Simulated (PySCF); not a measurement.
Bonds (- single, = double, # triple, : aromatic): C1-C2, C2-C3, C2-O4, O4-C5, C5-C6, C6-Si7, Si7-C8, C8-C5. C1 carries H9, H10, H11; C2 carries H12; C3 carries H13, H14, H15; C5 carries H16; C6 carries H17, H18; Si7 carries H19, H20; C8 carries H21, H22. H18, H20, H21 are cis to O4 on the ring; H17, H19, H22 are trans to O4 on the ring.

Geometry: PBE0-D3(BJ)/def2-SVP; GIAO absolute shieldings from PySCF 2.14.0 with density-fitted response routines, gas phase, non-relativistic, averaged over equivalent atoms.

At PBE0/pcSseg-1 (213 basis functions, 70 s wall time on 1 thread of an Arm Neoverse N1, shared host):
| atoms | σ (ppm) |
| --- | --- |
| C5 | 108.2 |
| C2 | 109.3 |
| C1/C3 | 159.1 |
| C6/C8 | 160.4 |
| O4 | 208.5 |
| Si7 | 407.8 |
| H20 | 26.90 |
| H19 | 27.10 |
| H16 | 27.74 |
| H12 | 28.01 |
| H17/H22 | 29.70 |
| H18/H21 | 29.79 |
| H9/H10/H11/H13/H14/H15 | 30.17 |

**Question.** Estimate the result of repeating the calculation with mPW1PW91/pcSseg-1.

**Answer.** 
| atoms | σ at mPW1PW91/pcSseg-1 | change |
| --- | --- | --- |
| C5 | 107.4 | -0.8 |
| C2 | 108.6 | -0.7 |
| C1/C3 | 158.2 | -0.9 |
| C6/C8 | 159.5 | -0.9 |
| O4 | 209.4 | +0.9 |
| Si7 | 405.3 | -2.5 |
| H20 | 26.98 | +0.08 |
| H19 | 27.19 | +0.09 |
| H16 | 27.81 | +0.07 |
| H12 | 28.07 | +0.06 |
| H17/H22 | 29.77 | +0.07 |
| H18/H21 | 29.84 | +0.05 |
| H9/H10/H11/H13/H14/H15 | 30.22 | +0.05 |

The largest change is at Si7 (silicon bonded to 2 C, 2 H, in a 4-membered ring). Cost: 213 basis functions, 64 s wall time on 1 thread of an Arm Neoverse N1, shared host. The order of the carbon signals is the same at both levels.
